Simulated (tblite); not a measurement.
B14H12N14 (nanocone) at step 3 of a GFN2-xTB optimisation (tblite, gas phase), coordinates in Å:

```
  1 N    -2.700   -2.700   -0.772
  2 N     1.429   -3.121   -0.421
  3 N    -0.731   -2.460    0.604
  4 B    -1.422   -3.143   -0.416
  5 N    -2.461   -0.730    0.605
  6 B    -3.145   -1.423   -0.413
  7 N    -3.123    1.430   -0.419
  8 N     3.125   -1.431   -0.416
  9 B     2.708   -2.707   -0.814
 10 N     1.394   -1.396    1.302
 11 B     0.695   -2.414    0.552
 12 N    -0.804   -0.802    2.471
 13 B    -1.377   -1.376    1.292
 14 N    -1.394    1.394    1.301
 15 B    -2.414    0.695    0.553
 16 N    -1.431    3.127   -0.414
 17 B    -2.707    2.708   -0.812
 18 B     2.414   -0.697    0.554
 19 B     0.648   -0.649    2.265
 20 N     0.802    0.803    2.471
 21 B    -0.648    0.648    2.264
 22 N     0.730    2.461    0.607
 23 B    -0.696    2.416    0.556
 24 N     2.458    0.729    0.604
 25 B     1.375    1.374    1.292
 26 N     2.701    2.701   -0.770
 27 B     1.423    3.143   -0.413
 28 B     3.142    1.423   -0.413
 29 H    -3.274   -3.276   -1.353
 30 H     1.010   -3.916   -0.856
 31 H    -0.946   -4.066   -0.946
 32 H    -4.068   -0.950   -0.944
 33 H    -3.914    1.009   -0.859
 34 H     3.918   -1.010   -0.854
 35 H     3.395   -3.392   -1.444
 36 H    -1.009    3.915   -0.858
 37 H    -3.392    3.392   -1.444
 38 H     3.275    3.275   -1.351
 39 H     0.949    4.068   -0.946
 40 H     4.066    0.951   -0.944
```

(1) What are the forces on the atoms (eV/Å)?

Results:

(1) 
```
  1 N    -0.32   -0.31   -0.02
  2 N     0.15   -0.23    0.17
  3 N     0.07   -0.11    0.18
  4 B    -0.01   -0.58    0.07
  5 N    -0.09    0.04    0.20
  6 B    -0.61   -0.02    0.02
  7 N    -0.18    0.16    0.18
  8 N     0.20   -0.15    0.17
  9 B     0.38   -0.36   -0.19
 10 N    -0.22    0.23    0.23
 11 B     0.32    0.09    0.36
 12 N     0.75    0.72   -0.49
 13 B    -0.42   -0.43    0.42
 14 N     0.21   -0.21    0.22
 15 B     0.09    0.35    0.36
 16 N    -0.17    0.14    0.20
 17 B    -0.37    0.38   -0.20
 18 B    -0.09   -0.33    0.36
 19 B     0.16   -0.16   -0.15
 20 N    -0.73   -0.78   -0.46
 21 B    -0.19    0.17   -0.15
 22 N    -0.08    0.08    0.19
 23 B    -0.33   -0.09    0.35
 24 N     0.10   -0.07    0.21
 25 B     0.45    0.47    0.38
 26 N     0.28    0.27    0.01
 27 B    -0.02    0.66    0.03
 28 B     0.62    0.02    0.03
 29 H    -0.16   -0.14   -0.44
 30 H    -0.05   -0.27   -0.09
 31 H    -0.10   -0.27   -0.15
 32 H    -0.26   -0.09   -0.14
 33 H    -0.28   -0.06   -0.09
 34 H     0.28    0.05   -0.09
 35 H     0.20   -0.21   -0.43
 36 H     0.07    0.32   -0.10
 37 H    -0.20    0.20   -0.43
 38 H     0.18    0.18   -0.47
 39 H     0.11    0.23   -0.12
 40 H     0.26    0.09   -0.14
```
